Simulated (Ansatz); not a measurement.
Start from `C[SiH]1SB1N` and change one atom or group to get `C[SiH]1BS1`.

Ansatz, PBE0-D4/def2-TZVP geometries, multiplicity 1. Each molecule was computed in one conformer, which needn't be the lowest.

```csv
property,`C[SiH]1SB1N`
LUMO energy (B3LYP/def2-TZVPP) / eV,-0.38
HOMO–LUMO gap (ωB97M-V/def2-TZVPP) / eV,10.39
HOMO–LUMO gap (PBE0/def2-TZVPP) / eV,6.43
HOMO energy (B3LYP/def2-TZVPP) / eV,-6.46
"ideal-gas entropy at 298 K and 1 bar (rigid rotor, harmonic PBE0-D4/def2-TZVP) / J/(mol·K)",345
size of the dipole moment (B3LYP/def2-TZVPP) / D,2.44
```

Question: Give the same properties after the change, and the shifts. (Estimate.)

Answer: The calculation gave: 
```json
{"property": "LUMO energy (B3LYP/def2-TZVPP) / eV", "`C[SiH]1BS1`": "-1.79", "shift": "-1.41"}
{"property": "HOMO–LUMO gap (ωB97M-V/def2-TZVPP) / eV", "`C[SiH]1BS1`": "9.40", "shift": "-0.99"}
{"property": "HOMO–LUMO gap (PBE0/def2-TZVPP) / eV", "`C[SiH]1BS1`": "5.36", "shift": "-1.07"}
{"property": "HOMO energy (B3LYP/def2-TZVPP) / eV", "`C[SiH]1BS1`": "-6.79", "shift": "-0.33"}
{"property": "ideal-gas entropy at 298 K and 1 bar (rigid rotor, harmonic PBE0-D4/def2-TZVP) / J/(mol·K)", "`C[SiH]1BS1`": "317", "shift": "-28"}
{"property": "size of the dipole moment (B3LYP/def2-TZVPP) / D", "`C[SiH]1BS1`": "1.73", "shift": "-0.71"}
```

With PBE0 the HOMO falls by 0.34 eV and the LUMO falls by 1.41 eV, so the gap narrows by about 1.07 eV. PBE moves the HOMO by -0.34 eV and ωB97M-V by -0.33 eV. The zero-point energy changes by -50.5 kJ/mol with -6 modes. Dipoles are sizes alone; their direction can turn.

B3LYP here is the variant with VWN-RPA as its local correlation; programs differ in this.
